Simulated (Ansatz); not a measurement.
`C=C(C)B(F)Cl` + `C[SeH]` → `C[Se]B(F)Cl` + `C=CC` at 400 K and 1 bar (ligand exchange at a B–C bond).

Program: Ansatz. Geometries: PBE0-D4/def2-TZVP. ΔE: electronic, gas phase. CBS: MP2 limit from def2 TZ/QZ plus the TZ coupled-cluster correction, frozen cores. For Se outer-core shells are correlated without core-valence functions, which leaves a few kJ/mol of doubt a bond. Scalar relativity is left out up to krypton. One conformer a species, not always the lowest.

| species | CCSD(T)/CBS energy (Eh) | H − E (kJ/mol) | S (J/(mol·K)) |
| --- | --- | --- | --- |
| `C=C(C)B(F)Cl` | -701.62808 | 239.8 | 382.4 |
| `C[SeH]` | -2441.15625 | 135.4 | 284.5 |
| `C[Se]B(F)Cl` | -3025.05449 | 151.8 | 381.8 |
| `C=CC` | -117.74610 | 229.7 | 285.2 |

H − E and S are ideal-gas, rigid-rotor, harmonic terms from PBE0-D4/def2-TZVP, for one conformer and one mirror image of each species. 1 Eh = 2625.50 kJ/mol, R = 8.31446 J/(mol·K).

Problem. By hand: ΔE, ΔH, ΔS and ΔG.

Solution. ΔE = (-3025.05449) + (-117.74610) − (-701.62808) − (-2441.15625) = -0.01626 Eh = -42.7 kJ/mol. Δ(H − E) = 151.8 + 229.7 − 239.8 − 135.4 = 6.3, so ΔH = -36.4 kJ/mol. ΔS = 381.8 + 285.2 − 382.4 − 284.5 = 0.1 J/(mol·K). ΔG = -36.4 − 400 × (0.1)/1000 = -36.4 kJ/mol.

Problem. By hand: the equilibrium constant, and the temperature at which ΔG would vanish if ΔH and ΔS stayed fixed.

Solution. log₁₀ K = −ΔG/(RT ln 10) = 4.8. ΔH and −TΔS have one sign here, so there is no such temperature.

The number of gas molecules stays the same, so ΔS is small and ΔH decides. A doubt of 5 kJ/mol in ΔE shifts log₁₀ K by 0.7 here. Other conformers and mirror images would add mixing entropy, several J/(mol·K) or more a flexible species. Modes under 60 cm⁻¹, often nearly free rotors, make the harmonic entropy too high. These are equilibria of isolated gas molecules and say nothing of rates. Largest T1 diagnostic: 0.012 (customary marks: 0.02 for closed shells, 0.045 for open ones).

ΔS is within the doubt of such terms, so its sign, and with it that verdict, could turn.
